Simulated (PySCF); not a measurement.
# Structure from NMR data

An unknown has the formula C₆H₁₁P. Its calculated NMR data are:

1H NMR (400 MHz, computed): δ 6.32 (m, 1H), 6.24 (m, 1H), 6.21 (m, 1H), 5.70 (m, 1H), 5.17 (m, 1H), 2.00 (m, 3H), 1.29 (m, 3H).

13C{1H} NMR (computed): δ 159.2, 152.9, 139.0, 121.2, 26.6, 14.6.

Single conformer, relativity neglected, gas phase, equivalent nuclei averaged. σ from GIAO-PBE0/pcSseg-1; geometry: GFN2-xTB; PySCF 2.14.

Referencing at the same level of theory: TMS for 1H and 13C.

Deduce the structure.

Answers


1. 6 carbon signals for 6 carbons: no two carbons are equivalent.
2. Carbon types of the structure: 1 × C, 1 × CH, 2 × CH2, 2 × CH3, which accounts for all hydrogens.
3. δC 159.2: fully substituted alkene carbon; an sp2 carbon of a C=C bond.
4. δC 152.9: alkene CH; as expected for a trigonal carbon in a double bond.
5. δC 139.0, 121.2: terminal =CH2 carbon; an sp2 carbon of a C=C bond.
6. δC 26.6: allylic methyl carbon; aliphatic region, no heteroatom directly attached.
7. δH 6.32: hydrogen on an alkene CH; a vinylic proton, deshielded by the sp2 carbon and the C=C anisotropy.
8. δH 6.24, 6.21, 5.70, 5.17: hydrogen on a terminal =CH2 carbon; a vinylic proton, deshielded by the sp2 carbon and the C=C anisotropy.
9. δH 2.00: hydrogen on an allylic methyl carbon; allylic position.

These data were computed for `C=CP(C)C(=C)C`.

The data come from this structure; uniqueness wasn't tested.

Splittings by 31P in the carbon and heteronuclear signals aren't shown, as no couplings were computed. Shifts are as computed. Against solution values, carbons near 30 ppm lie about +3 ppm off and those near 130 ppm about +5 ppm. Of 1211 compounds with measured shifts, 218 miss one by over three times the rms of a fit or turn the order of signals round; such compounds aren't used in these exercises. No couplings were computed; multiplicities are counted from neighbouring protons, with m where these are inequivalent, close in shift, in a saturated or five-membered ring or joined by F or P, and br s for small geminal =CH2 splittings.
